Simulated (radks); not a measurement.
Problem. The selenium ion Se0.5+, configuration [Ar] 3d(3/2: 4, 5/2: 5.5) 4s2 4p4 (fractional occupations, a model configuration). Calculated with a radial shooting solver on a logarithmic mesh with Libxc functionals: Dirac Kohn-Sham, PBEsol, spin-unpolarised, spherical densities, finite nucleus; open shells fill j = l - 1/2 first; Fermi nuclear charge, rms radius 4.14 fm. Some entries of the table are withheld. Estimate them.

orbital,occ.,eigenvalue (Ry),<1/r> (bohr^-1)
1s1/2,2,(1),(2)
2s1/2,2,-118.9124,7.680
2p1/2,2,-106.7950,7.647
2p3/2,4,-103.7301,7.411
3s1/2,2,-16.46641,2.508
3p1/2,2,-12.32056,(3)
3p3/2,4,-11.88376,(4)
3d3/2,4,-4.73167,(5)
3d5/2,5.5,-4.66403,(6)
4s1/2,2,-1.69818,0.7679
4p1/2,2,-0.87034,0.6275
4p3/2,2,-0.83722,0.6141

Solution. 
(1) 1s1/2 eigenvalue (Ry): -918.9482
(2) 1s1/2 <1/r> (bohr^-1): 34.54
(3) 3p1/2 <1/r> (bohr^-1): 2.391
(4) 3p3/2 <1/r> (bohr^-1): 2.334
(5) 3d3/2 <1/r> (bohr^-1): 2.066
(6) 3d5/2 <1/r> (bohr^-1): 2.051
